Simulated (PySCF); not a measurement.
C4H10Cl3GeN, SMILES CC[N](CC)[Ge]([Cl])([Cl])[Cl].

Geometry: r2SCAN-D4/def2-SVP. The values are those of a single conformer.

All values below come from r2SCAN-D4/def2-SVP (PySCF).

Frequencies are harmonic and unscaled.

Computed harmonic wavenumbers and intensities:
```json
[
 {"mode": "1", "ν (cm⁻¹)": "34", "IR (km/mol)": "0.0", "moving atoms (share of kinetic energy)": "C 48 %, Cl 32 %, H 18 %"},
 {"mode": "2", "ν (cm⁻¹)": "68", "IR (km/mol)": "0.3", "moving atoms (share of kinetic energy)": "C 42 %, Cl 28 %, H 23 %"},
 {"mode": "3", "ν (cm⁻¹)": "83", "IR (km/mol)": "0.3", "moving atoms (share of kinetic energy)": "C 45 %, H 28 %, Cl 25 %"},
 {"mode": "4", "ν (cm⁻¹)": "100", "IR (km/mol)": "0.2", "moving atoms (share of kinetic energy)": "C 43 %, Cl 30 %, H 23 %"},
 {"mode": "5", "ν (cm⁻¹)": "130", "IR (km/mol)": "0.1", "moving atoms (share of kinetic energy)": "Cl 61 %, C 18 %, H 17 %"},
 {"mode": "6", "ν (cm⁻¹)": "136", "IR (km/mol)": "0.4", "moving atoms (share of kinetic energy)": "Cl 66 %, C 13 %"},
 {"mode": "7", "ν (cm⁻¹)": "150", "IR (km/mol)": "3.4", "moving atoms (share of kinetic energy)": "Cl 59 %, Ge 16 %, H 15 %, C 10 %"},
 {"mode": "8", "ν (cm⁻¹)": "171", "IR (km/mol)": "11.8", "moving atoms (share of kinetic energy)": "Cl 63 %, Ge 19 %, C 10 %"},
 {"mode": "9", "ν (cm⁻¹)": "182", "IR (km/mol)": "11.2", "moving atoms (share of kinetic energy)": "Cl 29 %, C 22 %, N 19 %, Ge 19 %, H 10 %"},
 {"mode": "10", "ν (cm⁻¹)": "221", "IR (km/mol)": "0.8", "moving atoms (share of kinetic energy)": "H 66 %, C 18 %"},
 {"mode": "11", "ν (cm⁻¹)": "252", "IR (km/mol)": "0.8", "moving atoms (share of kinetic energy)": "H 63 %, C 22 %"},
 {"mode": "12", "ν (cm⁻¹)": "286", "IR (km/mol)": "0.2", "moving atoms (share of kinetic energy)": "H 65 %, C 33 %"},
 {"mode": "13", "ν (cm⁻¹)": "341", "IR (km/mol)": "0.4", "moving atoms (share of kinetic energy)": "H 40 %, C 30 %, Cl 22 %"},
 {"mode": "14", "ν (cm⁻¹)": "387", "IR (km/mol)": "13.6", "moving atoms (share of kinetic energy)": "Cl 44 %, C 21 %, H 19 %, N 11 %"},
 {"mode": "15", "ν (cm⁻¹)": "410", "IR (km/mol)": "19.2", "moving atoms (share of kinetic energy)": "C 29 %, Cl 27 %, H 23 %, Ge 14 %"},
 {"mode": "16", "ν (cm⁻¹)": "427", "IR (km/mol)": "70.5", "moving atoms (share of kinetic energy)": "Cl 61 %, Ge 38 %"},
 {"mode": "17", "ν (cm⁻¹)": "451", "IR (km/mol)": "79.0", "moving atoms (share of kinetic energy)": "Cl 47 %, Ge 40 %"},
 {"mode": "18", "ν (cm⁻¹)": "464", "IR (km/mol)": "35.4", "moving atoms (share of kinetic energy)": "N 46 %, C 22 %, H 17 %, Ge 9 %"},
 {"mode": "19", "ν (cm⁻¹)": "609", "IR (km/mol)": "23.1", "moving atoms (share of kinetic energy)": "C 40 %, H 32 %, N 15 %, Ge 13 %"},
 {"mode": "20", "ν (cm⁻¹)": "772", "IR (km/mol)": "9.7", "moving atoms (share of kinetic energy)": "H 86 %, C 13 %"},
 {"mode": "21", "ν (cm⁻¹)": "784", "IR (km/mol)": "11.7", "moving atoms (share of kinetic energy)": "H 84 %, C 15 %"},
 {"mode": "22", "ν (cm⁻¹)": "913", "IR (km/mol)": "21.0", "moving atoms (share of kinetic energy)": "H 44 %, N 28 %, C 27 %"},
 {"mode": "23", "ν (cm⁻¹)": "923", "IR (km/mol)": "0.7", "moving atoms (share of kinetic energy)": "H 48 %, C 40 %, N 12 %"},
 {"mode": "24", "ν (cm⁻¹)": "1046", "IR (km/mol)": "62.6", "moving atoms (share of kinetic energy)": "C 54 %, H 33 %, N 12 %"},
 {"mode": "25", "ν (cm⁻¹)": "1082", "IR (km/mol)": "3.6", "moving atoms (share of kinetic energy)": "C 55 %, H 42 %"},
 {"mode": "26", "ν (cm⁻¹)": "1095", "IR (km/mol)": "8.3", "moving atoms (share of kinetic energy)": "C 50 %, H 49 %"},
 {"mode": "27", "ν (cm⁻¹)": "1103", "IR (km/mol)": "11.9", "moving atoms (share of kinetic energy)": "H 56 %, C 39 %"},
 {"mode": "28", "ν (cm⁻¹)": "1203", "IR (km/mol)": "28.9", "moving atoms (share of kinetic energy)": "H 41 %, C 39 %, N 20 %"},
 {"mode": "29", "ν (cm⁻¹)": "1211", "IR (km/mol)": "88.2", "moving atoms (share of kinetic energy)": "N 37 %, C 36 %, H 27 %"},
 {"mode": "30", "ν (cm⁻¹)": "1313", "IR (km/mol)": "27.1", "moving atoms (share of kinetic energy)": "H 83 %, C 11 %"},
 {"mode": "31", "ν (cm⁻¹)": "1350", "IR (km/mol)": "4.3", "moving atoms (share of kinetic energy)": "H 84 %, C 8 %"},
 {"mode": "32", "ν (cm⁻¹)": "1360", "IR (km/mol)": "2.0", "moving atoms (share of kinetic energy)": "H 80 %, C 14 %"},
 {"mode": "33", "ν (cm⁻¹)": "1372", "IR (km/mol)": "12.7", "moving atoms (share of kinetic energy)": "H 79 %, C 18 %"},
 {"mode": "34", "ν (cm⁻¹)": "1391", "IR (km/mol)": "25.9", "moving atoms (share of kinetic energy)": "H 74 %, C 25 %"},
 {"mode": "35", "ν (cm⁻¹)": "1394", "IR (km/mol)": "25.8", "moving atoms (share of kinetic energy)": "H 75 %, C 24 %"},
 {"mode": "36", "ν (cm⁻¹)": "1450", "IR (km/mol)": "1.2", "moving atoms (share of kinetic energy)": "H 95 %"},
 {"mode": "37", "ν (cm⁻¹)": "1457", "IR (km/mol)": "3.4", "moving atoms (share of kinetic energy)": "H 96 %"},
 {"mode": "38", "ν (cm⁻¹)": "1462", "IR (km/mol)": "3.5", "moving atoms (share of kinetic energy)": "H 97 %"},
 {"mode": "39", "ν (cm⁻¹)": "1465", "IR (km/mol)": "13.0", "moving atoms (share of kinetic energy)": "H 96 %"},
 {"mode": "40", "ν (cm⁻¹)": "1472", "IR (km/mol)": "1.8", "moving atoms (share of kinetic energy)": "H 95 %"},
 {"mode": "41", "ν (cm⁻¹)": "1481", "IR (km/mol)": "5.9", "moving atoms (share of kinetic energy)": "H 94 %"},
 {"mode": "42", "ν (cm⁻¹)": "3009", "IR (km/mol)": "43.0", "moving atoms (share of kinetic energy)": "H 94 %"},
 {"mode": "43", "ν (cm⁻¹)": "3027", "IR (km/mol)": "37.5", "moving atoms (share of kinetic energy)": "H 95 %"},
 {"mode": "44", "ν (cm⁻¹)": "3033", "IR (km/mol)": "14.0", "moving atoms (share of kinetic energy)": "H 97 %"},
 {"mode": "45", "ν (cm⁻¹)": "3036", "IR (km/mol)": "17.0", "moving atoms (share of kinetic energy)": "H 97 %"},
 {"mode": "46", "ν (cm⁻¹)": "3079", "IR (km/mol)": "10.3", "moving atoms (share of kinetic energy)": "H 90 %, C 10 %"},
 {"mode": "47", "ν (cm⁻¹)": "3082", "IR (km/mol)": "4.7", "moving atoms (share of kinetic energy)": "H 91 %, C 9 %"},
 {"mode": "48", "ν (cm⁻¹)": "3128", "IR (km/mol)": "21.1", "moving atoms (share of kinetic energy)": "H 91 %, C 9 %"},
 {"mode": "49", "ν (cm⁻¹)": "3132", "IR (km/mol)": "26.0", "moving atoms (share of kinetic energy)": "H 91 %, C 9 %"},
 {"mode": "50", "ν (cm⁻¹)": "3139", "IR (km/mol)": "15.8", "moving atoms (share of kinetic energy)": "H 90 %, C 10 %"},
 {"mode": "51", "ν (cm⁻¹)": "3149", "IR (km/mol)": "12.4", "moving atoms (share of kinetic energy)": "H 91 %, C 9 %"}
]
```
